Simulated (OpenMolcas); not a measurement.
## Co2+: ligand-field states by method

Co2+ with 5 ligands (fluoride, ammonia on the axis) in trigonal bipyramidal coordination (C3v) at 1.98 Å, the axial distance 2.091 Å. A charge of +0.2 e stands 2.8 Å behind each ligand. Ligand basis ANO-RCC-VDZP.
```
Co    0.0000    0.0000    0.0000
F     1.9800    0.0000    0.0000
F    -0.9900    1.7147    0.0000
F    -0.9900   -1.7147    0.0000
N     0.0000    0.0000    2.0909
H     0.9457    0.0000    2.4730
H    -0.4729    0.8190    2.4730
H    -0.4729   -0.8190    2.4730
N     0.0000    0.0000   -2.0909
H    -0.9457    0.0000   -2.4730
H     0.4729   -0.8190   -2.4730
H     0.4729    0.8190   -2.4730
```

```
Program             : OpenMolcas 26.06
Basis               : ANO-RCC-VTZP [6s5p3d2f1g]
Scalar Hamiltonian  : DKH2, point nucleus
Active space        : 7 electrons in 5 orbitals (3d)
State averaging     : 2S+1 = 4 even, 10 roots; 2S+1 = 2 even, 40 roots
Spin-orbit coupling : RASSI with atomic mean-field integrals over the reference wave functions
```

I. CASSCF
II. SS-CASPT2, IPEA 0.25 Eh, imaginary shift 0.1 Eh (closed shells correlated: 3s 3p and the ligand valence shells)
III. SS-CASPT2, IPEA 0.25 Eh, imaginary shift 0.1 Eh (closed shells correlated: the ligand valence shells only)

Spin-free states in cm-1, each column counted from its own energy of the first state listed:

```tsv
State	Degeneracy	I	II	III
2S+1 = 4	1	0	0	0
2S+1 = 4	1	2791	2850	3000
2S+1 = 4	1	2827	2900	3040
2S+1 = 4	2	4350	4670	4770
2S+1 = 4	2	11283	14410	13960
2S+1 = 2	2	16912	14080	14570
2S+1 = 2	2	19994	16470	17640
2S+1 = 2	1	21682	17420	18760
2S+1 = 2	1	21933	18910	20110
2S+1 = 2	1	22036	18960	20150
2S+1 = 2	2	22080	18930	20170
2S+1 = 4	1	23565	21620	21900
2S+1 = 4	2	23758	21300	21690
2S+1 = 2	1	25597	20020	22150
2S+1 = 2	2	26240	21490	23350
2S+1 = 2	1	27773	24380	25770
2S+1 = 2	1	27827	24430	25820
2S+1 = 2	2	31009	26380	28050
2S+1 = 2	2	31340	29850	30860
2S+1 = 2	2	31405	29620	30690
```

From I to II, I's first state of the same spin (2S+1 = 4) moves from 2791 to 2850 cm-1, by about +63 cm-1.

From I to II, I's first state of another spin (2S+1 = 2) moves from 16912 to 14080 cm-1, by about -2800 cm-1.

χT at 300 K: I 2.60, II 2.55, III 2.53 cm3 K/mol.

Roots that are degenerate in the reference are averaged as groups; the widest CASPT2 spread within a group is 30 cm-1 (the 2-fold group of multiplicity 2 near 16500 cm-1 above the lowest state of its run, II). Shifts and gaps below about the spread of the groups concerned are not significant. Over all roots computed the reference weight is 0.72 to 0.73 in II, 0.74 to 0.75 in III; a low but even weight reflects the number of correlated electrons. Ligand-to-metal charge-transfer states are missing. Without dynamic correlation the repulsion within the d shell is too large (B by tens of per cent), so at a given field states of lower spin stand too high (holds for I). With no ligand orbital active B as a rule stays too high, so bands that hang on it stand too high and its fall with covalency is understated (holds for I). With metal d orbitals alone and no dynamic correlation the field as a rule comes out too small, by tens of per cent, by up to half for chloride and softer ligands, and the orbital part of g and χT, which goes as 1/10Dq, too large (holds for I). A single d shell leaves out the double-shell effect, which counts most for late 3d ions, where the CASPT2 field can be off either way by tens of per cent (holds for II; III). For late 3d ions with one d shell CASPT2 can put B and the spin-flip bands somewhat low as well as high (holds for II; III). Free-ion shares, where given, are those of the reference states; single-state CASPT2 does not remix them (holds for II; III). No measured value stands beside these numbers; the geometry is a model, was not optimised and need not be the one that this ion takes.
